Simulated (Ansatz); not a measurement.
Consider the homolysis of the C–Ge bond: `[CH3][Ge]([F])([F])[Cl]` → `[CH3]`• + `[F][Ge]([F])[Cl]`•.

Calculated with Ansatz (gas phase, PBE0-D4/def2-TZVP geometries, no zero-point term in ΔE). CCSD(T)/CBS adds triple-zeta CCSD(T) − MP2 to the extrapolated MP2 energy (def2 sets, frozen cores). This one scheme is used for every species. DFT in def2-TZVPP. HSE06 is defined as in plane-wave codes. Open shells (•) are unrestricted, without spin–orbit coupling. For Ge outer-core shells are correlated without core-valence functions, which leaves a few kJ/mol of doubt a bond. Scalar relativity is left out up to krypton.

| level | ΔE (eV) |
| --- | --- |
| PBE | 3.58 |
| BLYP | 3.29 |
| HSE06 | 3.69 |
| CCSD(T)/def2-TZVPP | 3.91 |

Task: What does CCSD(T)/CBS give? (Best estimate.)

Result: The calculation gave: +4.02 eV. The listed levels differ from it by -0.44, -0.73, -0.33, -0.11 eV.

Largest T1 diagnostic among the species: 0.014.

From PBE to PBE0 (25 % exact exchange), in def2-TZVPP and without D4, ΔE moves by +0.11 eV. At CCSD(T), def2-SVP lies −0.22 eV from the extrapolated value and def2-TZVPP −0.11 eV: correlation converges slowly with the basis, and small sets miss more of it in the bonded molecule than in its fragments.
